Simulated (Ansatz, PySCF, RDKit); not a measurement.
Torsion H4–O1–B2–Cl3 in BClH2O (SMILES OBCl); at each angle all else is relaxed with GFN2-xTB, and the levels are single points there.
Geometry at 0° (charge 0, multiplicity 1):
```xyz
5

O     -0.9751    -0.1621    -0.3672
B      0.1652     0.4857    -0.2145
Cl     1.0060     0.4944     1.3016
H     -1.3412    -0.6371     0.3831
H      0.6084     1.0627    -1.1293
```
Energies count from the point at 0°.

Cores are frozen in the correlated methods. CBS: X⁻³ extrapolation of the correlation energy, Hartree–Fock from the larger set. Rows in 6-311+G** carry no dispersion term and start afresh at each structure.

Programs: Ansatz (Gaussian orbitals); PySCF for 6-311+G** rows; RDKit for the force fields. Each number belongs to the level named beside it.

Energies in meV.

| dihedral (°) | UFF | B3LYP/6-311+G** | CCSD/cc-pV(D+d)Z | CCSD(T)/CBS(cc-pV(T+d)Z, cc-pV(Q+d)Z) |
|---|---|---|---|---|
| 0 | 0.0 | 0.0 | 0.0 | 0.0 |
| 30 | -56.7 | 109.3 | 122.7 | 114.4 |
| 60 | -111.2 | 366.6 | 419.6 | 382.7 |
| 90 | 540.3 | 570.4 | 697.7 | 609.4 |
| 120 | -140.9 | 411.8 | 468.9 | 429.7 |
| 150 | -69.9 | 167.9 | 180.8 | 174.1 |
| 180 | 12.0 | 62.3 | 60.4 | 63.0 |
| 210 | -70.1 | 167.8 | 180.7 | 174.0 |
| 240 | -141.5 | 411.5 | 468.6 | 429.5 |
| 270 | 541.7 | 570.5 | 697.9 | 609.6 |
| 300 | -111.3 | 366.6 | 419.5 | 382.6 |
| 330 | -56.8 | 109.3 | 122.8 | 114.5 |

Ansatz is a quantum-chemistry and plane-wave program.
